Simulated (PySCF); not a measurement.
**Vibration and rotation of TlS**

UHF-CCSD(T) constants of TlS, ²Π (doublet), unpaired electrons π ↑ (Tl cc-pVDZ-PP with ECP60, S cc-pV(D+d)Z; scalar-relativistic core potentials (PySCF 2.14); masses 204.9744 and 31.9721 u):

| Item | Value |
| --- | --- |
| ωe | 266.5 cm⁻¹ |
| ωexe | 0.756 cm⁻¹ |
| Be | 0.088442 cm⁻¹ |
| αe | 0.000364 cm⁻¹ |
| D (centrifugal) | 3.9e-08 cm⁻¹ |
| De to Tl + S | 2.47 eV |

Problem. Give the vibrational terms G(v) and spacings up to v = 6.

Solution. G(v) = ωe(v+½) − ωexe(v+½)².

| v | G(v) (cm⁻¹) | G(v) − G(v−1) | Bv (cm⁻¹) |
| --- | --- | --- | --- |
| 0 | 133.1 |  | 0.08826 |
| 1 | 398.0 | 265.0 | 0.08790 |
| 2 | 661.5 | 263.5 | 0.08753 |
| 3 | 923.5 | 262.0 | 0.08717 |
| 4 | 1183.9 | 260.5 | 0.08680 |
| 5 | 1442.9 | 258.9 | 0.08644 |
| 6 | 1700.3 | 257.4 | 0.08608 |

Problem. How well does the Morse estimate ωe²/(4ωexe) reproduce De, and what is D0?

Solution. It gives 2.91 eV, 118 % of the computed De. D0 = De − G(0) = 2.47 − 0.02 = 2.45 eV.

Correlated steps freeze 9 core orbitals. Correlated levels converge slowly with the basis: in double zeta they bind strong bonds too weakly, by up to about 1 eV, and carry superposition errors of some tenths. Spin–orbit coupling is left out, which matters for elements this heavy, above all for dissociation energies. The state was picked by a PBE0 search and need not be the measured ground state.
